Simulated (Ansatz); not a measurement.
`[F][Hf]([F])([Cl])[c]1ccccc1` and `[Li][c]1ccccc1` differ in one atom or group.

Ansatz, PBE0-D4/def2-TZVP geometries, multiplicity 1. Each molecule was computed in one conformer, which needn't be the lowest.

Elements past krypton have def2 core potentials.

| property | `[F][Hf]([F])([Cl])[c]1ccccc1` |
| --- | --- |
| HOMO–LUMO gap (ωB97M-V/def2-TZVPP) / eV | 10.11 |
| HOMO–LUMO gap (B3LYP/def2-TZVPP) / eV | 5.61 |
| HOMO–LUMO gap (PBE/def2-TZVPP) / eV | 4.23 |
| HOMO–LUMO gap (PBE0/def2-TZVPP) / eV | 6.03 |
| size of the dipole moment (ωB97M-V/def2-TZVPP) / D | 1.86 |
| HOMO energy (ωB97M-V/def2-TZVPP) / eV | -9.74 |

**Question.** Give the same properties after the change, and the shifts. (Best estimate.)

**Answer.** Computed: 
```tsv
property	`[Li][c]1ccccc1`	shift
HOMO–LUMO gap (ωB97M-V/def2-TZVPP) / eV	7.15	-2.96
HOMO–LUMO gap (B3LYP/def2-TZVPP) / eV	3.86	-1.75
HOMO–LUMO gap (PBE/def2-TZVPP) / eV	2.57	-1.66
HOMO–LUMO gap (PBE0/def2-TZVPP) / eV	4.34	-1.69
size of the dipole moment (ωB97M-V/def2-TZVPP) / D	6.64	4.78
HOMO energy (ωB97M-V/def2-TZVPP) / eV	-7.82	1.92
```

With PBE0 the HOMO rises by 2.17 eV and the LUMO rises by 0.48 eV, so the gap narrows by about 1.69 eV. PBE moves the HOMO by 2.43 eV and ωB97M-V by 1.92 eV. Dipoles are sizes alone; their direction can turn.

B3LYP here is the variant with VWN-RPA as its local correlation; programs differ in this.
